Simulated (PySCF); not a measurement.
Molecule: `InChI=1S/C6H6Cl2/c7-5-1-2-6(8)4-3-5/h1-2H,3-4H2`.

Cartesian coordinates in Å; atom numbers follow the order of the lines, from 1:
```xyz
14

Cl   -2.858   -0.498   -1.155
C    -1.287   -0.072   -0.586
C    -0.944    1.198   -0.362
C     0.395    1.513    0.087
C     1.192    0.542    0.536
Cl    2.781    0.871    1.118
C     0.723   -0.878    0.647
C    -0.303   -1.195   -0.444
H    -1.638    2.008   -0.517
H     0.717    2.542    0.058
H     0.270   -1.012    1.636
H     1.566   -1.565    0.575
H     0.204   -1.328   -1.406
H    -0.818   -2.127   -0.211
```

Frames of a GFN2-xTB Langevin trajectory at 600 K; GIAO PBE0/pcSseg-1 shieldings in PySCF 2.14, gas phase, non-relativistic; equivalent atoms averaged within each frame.

δ = σ(ref) − σ, references computed at the same level: HCl for ³⁵Cl (σ = 949.78 ppm); ¹³C (σ = 186.93 ppm) and ¹H (σ = 31.72 ppm) vs TMS. The references are static minima.

**Question.** How do the shifts (ppm) fluctuate along the trajectory?

**Answer.** 
| time (fs) | Cl1/Cl6 | C2/C5 | C3/C4 | C7/C8 | H9/H10 | H11/H12/H13/H14 |
| --- | --- | --- | --- | --- | --- | --- |
| 250 | 278 | 152.4 | 132.6 | 43.5 | 5.82 | 2.31 |
| 425 | 274 | 147.8 | 130.8 | 36.9 | 6.73 | 3.26 |
| 625 | 277 | 145.8 | 127.8 | 38.6 | 6.86 | 2.57 |
| 800 | 268 | 153.1 | 134.3 | 34.2 | 6.56 | 1.78 |
| 1000 | 252 | 139.0 | 133.5 | 32.9 | 6.55 | 2.60 |
| mean of frames | 270 | 147.6 | 131.8 | 37.2 | 6.51 | 2.51 |
| standard deviation | 11 | 5.7 | 2.6 | 4.2 | 0.40 | 0.53 |

5 frames give an uncertainty of the mean of about the standard deviation over 2.2 at best, since frames this close in time may not be independent; classical motion lacks zero-point vibration, and the reference would need the same averaging.
